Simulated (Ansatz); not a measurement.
Task: Name a neutral molecule of Al, B, C, Cl, Ge and H with HOMO–LUMO gap (PBE0/def2-TZVPP) between 4.45 and 4.75 eV and size of the dipole moment (B3LYP/def2-TZVPP) between 0.90 and 1.20 D (Ansatz, PBE0-D4/def2-TZVP geometry).

Result: `C[B]1[GeH2][Al]1[Cl]` (4.73 eV, 1.06 D). Other molecules can fit too; these were computed, each in one conformer that needn't be the lowest.

B3LYP here is the variant with VWN-RPA as its local correlation; programs differ in this.
